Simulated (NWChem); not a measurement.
Program: NWChem. System: CH$_{2}$Cl$_{3}$Si, charge 0, spin multiplicity 2, displaced from the optimised geometry. The structure started from a generated list of species. Its SCF solution wasn't tested for a lower state. Level: UBLYP/def2-SVP.

Job file:

```
start mol
memory heap 200 mb stack 900 mb global 1100 mb
geometry units angstroms nocenter noautoz noautosym
  C      2.106819    -0.475995    -0.043778
  Si     0.286922    -0.060386    -0.007702
  Cl    -0.755320    -1.191873    -1.448549
  Cl     0.006374     1.987163    -0.402278
  Cl    -0.546179    -0.505861     1.878302
  H      2.465819    -1.532185     0.017119
  H      2.893482     0.313263    -0.113685
end
basis spherical
  * library def2-svp
end
dft
  xc becke88 lyp
  odft
  mult 2
  semidirect memsize 60000000 filesize 0
  iterations 100
  grid xcoarse
end
task dft gradient
```

Output (cleaned and shortened):

```
             Northwest Computational Chemistry Package (NWChem) 7.3.0
             --------------------------------------------------------

                                NWChem Input Module
                                -------------------

 Scaling coordinates for geometry "geometry" by  1.889725989
 (inverse scale =  0.529177249)

                             Geometry "geometry" -> ""
                             -------------------------

 Output coordinates in angstroms (scale by  1.889725989 to convert to a.u.)

  No.       Tag          Charge          X              Y              Z
 ---- ---------------- ---------- -------------- -------------- --------------
    1 C                    6.0000     2.10681900    -0.47599500    -0.04377800
    2 Si                  14.0000     0.28692200    -0.06038600    -0.00770200
    3 Cl                  17.0000    -0.75532000    -1.19187300    -1.44854900
    4 Cl                  17.0000     0.00637400     1.98716300    -0.40227800
    5 Cl                  17.0000    -0.54617900    -0.50586100     1.87830200
    6 H                    1.0000     2.46581900    -1.53218500     0.01711900
    7 H                    1.0000     2.89348200     0.31326300    -0.11368500

 Effective nuclear repulsion energy (a.u.)     412.5643119917

            Nuclear Dipole moment (a.u.)
            ----------------------------
        X                 Y               Z
 ---------------- ---------------- ----------------
    -0.0000037795    -0.0000056692     0.0000245664


 Summary of "ao basis" -> "" (spherical)
 ------------------------------------------------------------------------------
       Tag                 Description            Shells   Functions and Types
 ---------------- ------------------------------  ------  ---------------------
 *                          def2-svp                  on all atoms

                                 NWChem DFT Module
                                 -----------------

 Summary of "ao basis" -> "ao basis" (spherical)
 ------------------------------------------------------------------------------
       Tag                 Description            Shells   Functions and Types
 ---------------- ------------------------------  ------  ---------------------
 C                          def2-svp                 6       14   3s2p1d
 Si                         def2-svp                 8       18   4s3p1d
 Cl                         def2-svp                 8       18   4s3p1d
 H                          def2-svp                 3        5   2s1p

 Summary of "ao basis" -> "ao basis" (spherical)
 ------------------------------------------------------------------------------
       Tag                 Description            Shells   Functions and Types
 ---------------- ------------------------------  ------  ---------------------
 C                          def2-svp                 6       14   3s2p1d
 Si                         def2-svp                 8       18   4s3p1d
 Cl                         def2-svp                 8       18   4s3p1d
 H                          def2-svp                 3        5   2s1p

            General Information
            -------------------
          SCF calculation type: DFT
          Wavefunction type:  spin polarized.
          No. of atoms     :     7
          No. of electrons :    73
           Alpha electrons :    37
            Beta electrons :    36
          Charge           :     0
          Spin multiplicity:     2
          Use of symmetry is: off; symmetry adaption is: off
          Maximum number of iterations: 100
          AO basis - number of functions:    96
                     number of shells:    44
          Convergence on energy requested:  1.00D-06
          Convergence on density requested:  1.00D-05
          Convergence on gradient requested:  5.00D-04

              XC Information
              --------------
                    Becke 1988 Exchange Functional  1.000
              Lee-Yang-Parr Correlation Functional  1.000

             Grid Information
             ----------------
          Grid used for XC integration:  xcoarse
          Radial quadrature: Mura-Knowles
          Angular quadrature: Lebedev.
          Tag              B.-S. Rad. Rad. Pts. Rad. Cut. Ang. Pts.
          ---              ---------- --------- --------- ---------
          C                   0.70       21           8.0       194
          Si                  1.10       42           8.0       194
          Cl                  1.00       42          11.0       194
          H                   0.35       21          10.0       194
          Grid pruning is: on
          Number of quadrature shells:   231
          Spatial weights used:  Erf1

          Convergence Information
          -----------------------
          Convergence aids based upon iterative change in
          total energy or number of iterations.
          Levelshifting, if invoked, occurs when the
          HOMO/LUMO gap drops below (HL_TOL):  1.00D-02
          DIIS, if invoked, will attempt to extrapolate
          using up to (NFOCK): 10 stored Fock matrices.

                    Damping( 0%)  Levelshifting(0.5)       DIIS
                  --------------- ------------------- ---------------
          dE  on:    start            ASAP                start
          dE off:    2 iters        100 iters           100 iters

      Screening Tolerance Information
      -------------------------------
          Density screening/tol_rho:  1.00D-10
          AO Gaussian exp screening on grid/accAOfunc:  14
          CD Gaussian exp screening on grid/accCDfunc:  20
[...]
    40     -0.167374  3 Cl px                77      0.165996  5 Cl py

 Vector   36  Occ=1.000000D+00  E=-2.686050D-01
              MO Center= -4.5D-01,  5.1D-03,  6.0D-02, r^2= 5.0D+00
   Bfn.  Coefficient  Atom+Function         Bfn.  Coefficient  Atom+Function
  ----- ------------  ---------------      ----- ------------  ---------------
    80     -0.359072  5 Cl py                63      0.356293  4 Cl pz
    45     -0.274963  3 Cl pz                77     -0.273414  5 Cl py
    60      0.270086  4 Cl pz                44      0.261480  3 Cl py
    42     -0.208801  3 Cl pz                41      0.199150  3 Cl py
    74     -0.157945  5 Cl py                57      0.156039  4 Cl pz

 Vector   37  Occ=0.000000D+00  E=-1.524705D-01
              MO Center=  1.7D+00, -4.3D-01, -2.1D-02, r^2= 2.3D+00
   Bfn.  Coefficient  Atom+Function         Bfn.  Coefficient  Atom+Function
  ----- ------------  ---------------      ----- ------------  ---------------
     6      0.506637  1 C  pz                 9      0.465749  1 C  pz
    27      0.188912  2 Si pz                79     -0.159640  5 Cl px
    43      0.144385  3 Cl px                24      0.109657  2 Si pz
    76     -0.110155  5 Cl px                40      0.098655  3 Cl px
    31     -0.095523  2 Si d  1              63     -0.089802  4 Cl pz

 Vector   38  Occ=0.000000D+00  E=-3.949350D-02
              MO Center= -1.7D-01,  3.6D-02,  1.5D-03, r^2= 3.9D+00
   Bfn.  Coefficient  Atom+Function         Bfn.  Coefficient  Atom+Function
  ----- ------------  ---------------      ----- ------------  ---------------
    17      0.958106  2 Si s                 62      0.413548  4 Cl py
    16      0.405323  2 Si s                 81      0.402313  5 Cl pz
    18      0.397042  2 Si s                 25     -0.312947  2 Si px
    45     -0.311136  3 Cl pz                44     -0.265989  3 Cl py
    22     -0.241015  2 Si px                 3     -0.238591  1 C  s

 Vector   39  Occ=0.000000D+00  E=-1.764032D-03
              MO Center=  6.1D-01, -2.1D-01,  3.4D-02, r^2= 4.0D+00
   Bfn.  Coefficient  Atom+Function         Bfn.  Coefficient  Atom+Function
  ----- ------------  ---------------      ----- ------------  ---------------
    26      0.910720  2 Si py                93     -0.546534  7 H  s
    23      0.430367  2 Si py                54     -0.391449  4 Cl s
    62      0.381701  4 Cl py                45      0.287377  3 Cl pz
    88      0.279337  6 H  s                 36      0.241708  3 Cl s
     3      0.231533  1 C  s                  8      0.208606  1 C  py

   alpha - beta orbital overlaps
   -----------------------------

   alpha      1      2      3      4      5      6      7      8      9     10
    beta      1      2      3      4      5      6      7      8      9     10
 overlap   1.000  0.999  0.999  1.000  1.000  1.000  1.000  1.000  1.000  1.000

   alpha     11     12     13     14     15     16     17     18     19     20
    beta     11     12     13     15     14     17     16     18     19     20
 overlap   0.999  0.955  0.955  0.999  0.997  0.978  0.981  1.000  1.000  1.000

   alpha     21     22     23     24     25     26     27     28     29     30
    beta     21     22     23     24     25     26     27     28     30     29
 overlap   1.000  1.000  1.000  1.000  0.998  0.999  0.997  0.998  0.988  0.986

   alpha     31     32     33     34     35     36     37     38     39     40
    beta     31     32     33     34     35     36     37     38     39     40
 overlap   0.818  0.819  0.994  0.988  0.997  1.000  0.981  0.998  1.000  0.916

   alpha     41     42     43     44     45     46     47     48     49     50
    beta     41     42     43     44     45     46     47     48     49     50
 overlap   0.916  0.999  1.000  0.999  1.000  0.998  1.000  0.991  0.997  0.996

   alpha     51     52     53     54     55     56     57     58     59     60
    beta     51     52     53     54     55     56     57     58     59     60
 overlap   0.890  0.999  0.880  0.916  0.928  0.976  0.980  0.979  0.990  0.998

   alpha     61     62     63     64     65     66     67     68     69     70
    beta     61     62     63     64     65     66     67     68     69     70
 overlap   0.999  1.000  0.993  0.974  0.992  0.836  0.821  0.997  0.997  1.000

   alpha     71     72     73     74     75     76     77     78     79     80
    beta     71     72     73     74     75     76     77     78     79     80
 overlap   0.986  0.987  1.000  0.999  0.815  0.815  0.999  0.998  1.000  1.000

   alpha     81     82     83     84     85     86     87     88     89     90
    beta     81     82     83     84     85     86     87     88     89     91
 overlap   1.000  1.000  0.999  0.998  0.999  0.999  0.998  1.000  0.996  0.991

   alpha     91     92     93     94     95     96
    beta     90     92     93     94     95     96
 overlap   0.997  0.998  0.999  0.998  0.999  1.000

     --------------------------
     Expectation value of S2:
     --------------------------
      <S2> =      0.7529 (Exact =     0.7500)

 center of mass
 --------------
 x =  -0.08462999 y =   0.01918275 z =   0.00157757

 moments of inertia (a.u.)
 ------------------
        1444.218474479516         -93.700889353313          -3.014422893000
         -93.700889353313        1080.832303162483           2.167876726825
          -3.014422893000           2.167876726825        1079.180528544792

     Multipole analysis of the density
     ---------------------------------

     L   x y z        total         alpha         beta         nuclear
     -   - - -        -----         -----         ----         -------
     0   0 0 0     -0.000000    -37.000000    -36.000000     73.000000

     1   1 0 0      0.723803     -1.419256      2.143063     -0.000004
     1   0 1 0     -0.165656      0.354204     -0.519855     -0.000006
     1   0 0 1     -0.009847      0.017273     -0.027145      0.000025

     2   2 0 0    -39.273778   -128.974652   -113.877595    203.578469
     2   1 1 0     -0.705829    -18.632168    -21.659598     39.585937
     2   1 0 1     -0.065118     -0.288526     -0.652347      0.875755
     2   0 2 0    -42.157563   -199.480886   -197.947046    355.270369
     2   0 1 1     -0.063201      0.436753      0.651400     -1.151354
     2   0 0 2    -43.419833   -198.877563   -196.020455    351.478185

            General Information
            -------------------
          SCF calculation type: DFT
          Wavefunction type:  spin polarized.
          No. of atoms     :     7
          No. of electrons :    73
           Alpha electrons :    37
            Beta electrons :    36
          Charge           :     0
          Spin multiplicity:     2
          Use of symmetry is: off; symmetry adaption is: off
          Maximum number of iterations: 100
          AO basis - number of functions:    96
                     number of shells:    44
          Convergence on energy requested:  1.00D-06
          Convergence on density requested:  1.00D-05
          Convergence on gradient requested:  5.00D-04

              XC Information
              --------------
                    Becke 1988 Exchange Functional  1.000
              Lee-Yang-Parr Correlation Functional  1.000

             Grid Information
             ----------------
          Grid used for XC integration:  xcoarse
          Radial quadrature: Mura-Knowles
          Angular quadrature: Lebedev.
          Tag              B.-S. Rad. Rad. Pts. Rad. Cut. Ang. Pts.
          ---              ---------- --------- --------- ---------
          C                   0.70       21           8.0       194
          Si                  1.10       42           8.0       194
          Cl                  1.00       42          11.0       194
          H                   0.35       21          10.0       194
          Grid pruning is: on
          Number of quadrature shells:   231
          Spatial weights used:  Erf1

          Convergence Information
          -----------------------
          Convergence aids based upon iterative change in
          total energy or number of iterations.
          Levelshifting, if invoked, occurs when the
          HOMO/LUMO gap drops below (HL_TOL):  1.00D-02
          DIIS, if invoked, will attempt to extrapolate
          using up to (NFOCK): 10 stored Fock matrices.

                    Damping( 0%)  Levelshifting(0.5)       DIIS
                  --------------- ------------------- ---------------
          dE  on:    start            ASAP                start
          dE off:    2 iters        100 iters           100 iters

      Screening Tolerance Information
      -------------------------------
          Density screening/tol_rho:  1.00D-10
          AO Gaussian exp screening on grid/accAOfunc:  14
          CD Gaussian exp screening on grid/accCDfunc:  20
          XC Gaussian exp screening on grid/accXCfunc:  20
          Schwarz screening/accCoul:  1.00D-08

                            NWChem DFT Gradient Module
                            --------------------------

  charge          =   0.00
  wavefunction    = open shell

                         DFT ENERGY GRADIENTS

    atom               coordinates                        gradient
                 x          y          z           x          y          z
   1 C       3.981311  -0.899500  -0.082728   -0.000946   0.000348   0.000060
   2 Si      0.542204  -0.114113  -0.014555   -0.001572  -0.000065   0.000233
   3 Cl     -1.427348  -2.252313  -2.737361   -0.003929  -0.003952  -0.005290
   4 Cl      0.012045   3.755194  -0.760195   -0.001301   0.007700  -0.001513
   5 Cl     -1.032129  -0.955939   3.549476   -0.003126  -0.001490   0.006704
   6 H       4.659722  -2.895410   0.032350    0.003547  -0.009114   0.000475
   7 H       5.467888   0.591981  -0.214833    0.007327   0.006573  -0.000669

                 ----------------------------------------
                 |  Time  |  1-e(secs)   |  2-e(secs)   |
                 ----------------------------------------
                 |  CPU   |       0.01   |       1.60   |
                 ----------------------------------------
                 |  WALL  |       0.01   |       1.60   |
                 ----------------------------------------

 Task  times  cpu:        3.5s     wall:        3.5s

 Total times  cpu:        3.5s     wall:        3.5s
```
